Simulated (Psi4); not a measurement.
C3H7O (SMILES CC(C)=[OH+]), charge +1, singlet, at a GFN2-xTB geometry; CAM-B3LYP/6-31G in Psi4.

Input for Psi4:
```
memory 2 GB

molecule mol {
1 1
O    -0.121965   -0.119431    1.327998
C    -0.007982   -0.010990    0.068806
C     0.073735    1.283612   -0.602300
C     0.048491   -1.253400   -0.695854
H    -0.322808    2.104262   -0.004943
H     0.332738   -2.096634   -0.068232
H    -0.402342    1.262464   -1.581957
H     1.130510    1.502235   -0.797786
H     0.692597   -1.168454   -1.569355
H    -0.955880   -1.466878   -1.079958
H    -0.184562    0.703124    1.854335
}

set {
  basis 6-31g
  reference rks
  scf_type dfdirj+cosx
}

energy('cam-b3lyp')
print_variables()
```

Output, abridged:

```
   => Loading Basis Set <=

    Name: 6-31G
    Role: ORBITAL
    Keyword: BASIS

Traceback (most recent call last):
  File "psi4", line 375, in <module>
  File "<string>", line 33, in <module>
  File "site-packages/psi4/driver/driver.py", line 533, in energy
  File "site-packages/psi4/driver/procrouting/proc.py", line 2760, in run_scf
  File "site-packages/psi4/driver/procrouting/proc.py", line 1939, in scf_helper
  File "site-packages/psi4/driver/procrouting/proc.py", line 1433, in scf_wavefunction_factory
  File "site-packages/psi4/driver/procrouting/proc.py", line 1397, in build_functional_and_disp
  File "site-packages/psi4/driver/procrouting/dft/superfunctionals.py", line 135, in build_superfunctional

psi4.driver.p4util.exceptions.ValidationError: SCF: SCF_TYPE (DFDIRJ+COSX) not supported for range-separated functionals, plese use SCF_TYPE = 'DF' to automatically select the correct JK build.

Printing out the relevant lines from the Psithon --> Python processed input file:
    ""","mol")
    core.IO.set_default_namespace("mol")
    core.set_global_option("BASIS", "6-31g")
    core.set_global_option("REFERENCE", "rks")
    core.set_global_option("SCF_TYPE", "dfdirj+cosx")
--> energy('cam-b3lyp')
    print_variables()

!----------------------------------------------------------------------------------!
!                                                                                  !
!  SCF: SCF_TYPE (DFDIRJ+COSX) not supported for range-separated functionals,      !
!     plese use SCF_TYPE = 'DF' to automatically select the correct JK build.      !
!                                                                                  !
!----------------------------------------------------------------------------------!
```

The input was rejected before any calculation.
